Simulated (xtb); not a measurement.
xtb input:

```bash
xtb mol.xyz --gfn 2 --sp --chrg -1 --uhf 0
```
mol.xyz:
```
7

O      0.33612764     1.13127209     1.46769072
Si     0.14330587    -0.02739187     0.47302340
O      1.52661236    -0.88054252     0.04613281
O     -0.97610430    -1.21830922     0.81617870
Cl    -0.59273131     0.59275840    -1.50028424
H      2.28883910    -0.32290916     0.22658914
H     -1.31177461    -1.62986035     0.01589724
```

Problem. Which total energy does the run end on?

Solution. -19.91536 Eh (GFN2-xTB).

It need not be the lowest isomer of its formula. Whether it binds its extra electron was not tested at this geometry.
